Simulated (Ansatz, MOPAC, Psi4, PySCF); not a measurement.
Species: CH₃N, net charge 0, singlet state. SMILES: C=N
Geometry: optimised at B3LYP-D3(BJ)/def2-TZVP (Ansatz, a program for electronic structure).

Quantity: size of the dipole moment, in D. Conventions: non-relativistic; no spin-orbit coupling; 6-31G* and kin with 6d, 5d where marked; dispersion terms only where a functional's name holds one; 6-311+G** with 5d. Ab initio and DFT rows: single points at B3LYP-D3(BJ) geometries (Ansatz). Semi-empirical rows: dipoles at the shared geometry.

Measured values: NIST CCCBDB, as tabulated in the package chemicals; dipoles are vibrational averages. 

Value to compare with, the measured value: 2.00 D.

```json
[
 {"level": "PM3", "program": "MOPAC", "size of the dipole moment (D)": "1.81", "error": "-0.19"},
 {"level": "PM6", "program": "MOPAC", "size of the dipole moment (D)": "2.37", "error": "0.37"},
 {"level": "PBE/3-21G", "program": "Ansatz", "size of the dipole moment (D)": "1.89", "error": "-0.11"},
 {"level": "BLYP/6-31G*", "program": "Ansatz", "size of the dipole moment (D)": "1.84", "error": "-0.16"},
 {"level": "B3LYP/6-31G*", "program": "Ansatz", "size of the dipole moment (D)": "1.95", "error": "-0.05"},
 {"level": "B3LYP/6-31G**", "program": "Ansatz", "size of the dipole moment (D)": "1.92", "error": "-0.08"},
 {"level": "PBE0/6-311+G**", "program": "Ansatz", "size of the dipole moment (D)": "2.16", "error": "0.16"},
 {"level": "M06-2X/6-31G* (5d)", "program": "PySCF", "size of the dipole moment (D)": "2.01", "error": "0.01"},
 {"level": "wB97X-D/6-31G*", "program": "Psi4", "size of the dipole moment (D)": "2.05", "error": "0.05"},
 {"level": "wB97X-D/6-311+G**", "program": "Psi4", "size of the dipole moment (D)": "2.21", "error": "0.21"}
]
```

Among the 10 habitual levels, PM6 lies farthest from the measured value (0.37 D); 5 of 10 lie above it, and their mean absolute error is 0.14 D, the median 0.14. One case shows no general order.

The levels are drawn from those run, B3LYP/6-31G* more often than the rest, none by its result; runs whose electronic state is in doubt are left out.
